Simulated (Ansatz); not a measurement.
PBE exchange is replaced step by step with exact exchange (0 % is PBE, 25 % PBE0; no dispersion term), basis def2-TZVP, Ansatz. System: In(PH3)F3 (InPH3F3). The state is a singlet with charge 0. Geometry: r2SCAN-D4/def2-SVP.

Geometry of the singlet:

| atom | x (Å) | y (Å) | z (Å) |
| --- | --- | --- | --- |
| In1 | 0.146 | 0.878 | -1.227 |
| P2 | -0.119 | -0.707 | 0.988 |
| H3 | -1.384 | -1.290 | 1.244 |
| H4 | 0.139 | -0.127 | 2.254 |
| H5 | 0.700 | -1.859 | 1.080 |
| F6 | -1.272 | 2.163 | -0.812 |
| F7 | -0.212 | -0.486 | -2.585 |
| F8 | 2.003 | 1.428 | -0.943 |

In the def2 sets In takes a core potential; there is no spin–orbit coupling.

| exact exchange (%) | HOMO (eV) | LUMO (eV) | gap (eV) |
| --- | --- | --- | --- |
| 0 | -8.14 | -3.00 | 5.14 |
| 5 | -8.47 | -2.81 | 5.66 |
| 10 | -8.80 | -2.62 | 6.18 |
| 15 | -9.13 | -2.43 | 6.69 |
| 35 | -10.37 | -1.67 | 8.70 |
| 50 | -11.26 | -1.08 | 10.18 |

Q: Fit a straight line to the column «gap (eV)» against the share of exact exchange and predict its value at 25 %.

A: With x = exact exchange (%) and y = gap (eV): mean x = 19.17, mean y = 7.092; Σ(x − x̄)(y − ȳ) = 188.4, Σ(x − x̄)² = 1871; slope b = 0.1007, intercept a = ȳ − b·x̄ = 5.162. The residuals of the fitted rows reach 0.02. At x = 25 the line gives 5.162 + (0.1007 × 25) = 7.68; the run gave 7.71, 0.03 more than the line.
